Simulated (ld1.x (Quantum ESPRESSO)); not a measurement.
# Transferability test, RRKJ potential for copper

```json
{"Element": "Cu", "Generator": "ld1.x (Quantum ESPRESSO) 7.5", "Type": "norm-conserving RRKJ (Kleinman–Bylander form)", "Functional": "BP86", "Relativity": "fully relativistic", "Frozen core": "[Ne]", "Valence charge": "19", "Reference configuration": "3s2 3p6 3d10 4s0 4p1", "Partial waves": "3s (bound): rc 0.70 bohr; 3p (bound): rc 1.15 bohr; 3d (bound): rc 1.30 bohr", "Local potential": "all-electron potential smoothed inside 0.65 bohr (lloc = -1)", "Core correction": "none", "rho0": "0.005"}
```

Open shells are filled in proportion to 2j + 1 (rel_dist='average').

Occupied shells without a wave of their own: 4p. They enter only through the test configuration that unscreens the potential.

Energies are relative to the spin-unpolarised reference configuration 3s2 3p6 3d10 4s0 4p1; without spin polarisation the order of configurations can differ from experiment.

```csv
valence configuration,charge,ΔE all-electron (eV),error AE − PS (meV)
3s2 3p6 3d10 4s1 4p0,0,-4.192,+76
3s2 3p6 3d10 4s0 4p0,+1,4.108,-11
3s2 3p6 3d9 4s0 4p0,+2,25.545,-32
3s2 3p6 3d10 4s0.5 4p0,+0.5,-0.937,+39
3s1 3p6 3d10 4s1 4p0,+1,118.165,-47
3s2 3p6 3d9 4s1 4p1,0,2.638,+123
```

Task: What are ΔE and the potential's error for 3s2 3p6 3d9 4s1 4p0?

Result: ΔE = 7.555 eV all-electron; the error (AE − PS) is +125 meV.

Levels in the configuration 3s2 3p6 3d10 4s0.5 4p0:

```json
{"level": "3s j=1/2", "all-electron (eV)": "-118.879", "pseudo (eV)": "-118.869"}
{"level": "3p j=1/2", "all-electron (eV)": "-78.091", "pseudo (eV)": "-78.077"}
{"level": "3p j=3/2", "all-electron (eV)": "-75.510", "pseudo (eV)": "-75.497"}
{"level": "3d j=3/2", "all-electron (eV)": "-9.462", "pseudo (eV)": "-9.446"}
{"level": "3d j=5/2", "all-electron (eV)": "-9.190", "pseudo (eV)": "-9.175"}
{"level": "4s j=1/2", "all-electron (eV)": "-8.269", "pseudo (eV)": "-8.355"}
```

ld1.x printed “convergence not achieved” for 7 of the counted tests; their residual had stalled under 1e-8, short of the target of 1e-14.
